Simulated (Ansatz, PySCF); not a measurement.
tetrafluoroborate (BF4), SMILES F[B-](F)(F)F, charge -1.

Geometry: B3LYP-D3(BJ)/def2-SVPD.

Estimates of the vertical detachment energy (IE) of the anion in eV. Rows of orbital energies are one-electron estimates, which approximate functionals can put far too low.

```
level                                                                IE
-----------------------------------------------------------------  ----
−ε(HOMO), −ε(LUMO), r2SCAN/def2-TZVPD (PySCF)                      3.16
ΔSCF, ωB97X-V/def2-TZVPD (Ansatz), final states of multiplicity 2  7.74
```

Q: What vertical singlet–triplet gap does ΔSCF give with ωB97X-V/def2-TZVPD (Ansatz, a first-principles code)? (An estimate is asked for; the answer gives what the named calculation found.)

A: 8.88 eV (triplet above singlet where positive).
